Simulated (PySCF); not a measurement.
C5H12Si, SMILES C[C@@H]1C[C@@]1(C)[SiH3]. Coordinates come from a PBE-D3(BJ)/def2-SVP optimisation. The structure was generated by enumeration; whether it is a known compound was not checked.

Computed equilibrium geometry at PBE-D3(BJ)/def2-SVP (PySCF confirms it by a frequency run) as a Z-matrix:
```
C
C 1 1.5226
H 2 1.1088 1 112.23
H 2 1.1103 3 106.87 1 -121.88
H 2 1.1106 3 107.44 4 -115.07
C 1 1.5252 2 118.74 3 -31.25
H 6 1.1026 1 119.83 2 -141.10
H 6 1.1035 7 113.78 1 -143.94
C 6 1.5076 7 119.26 8 -145.04
H 9 1.1055 6 114.89 7 -4.46
C 9 1.5136 10 112.95 6 -146.09
H 11 1.1074 9 112.32 10 176.76
H 11 1.1097 12 107.15 3 154.70
H 11 1.1100 12 107.63 13 115.35
Si 1 1.8849 2 114.58 3 -176.54
H 15 1.5070 1 109.37 2 179.74
H 15 1.5080 16 108.71 10 -94.65
H 15 1.5081 16 108.74 17 -117.17
```
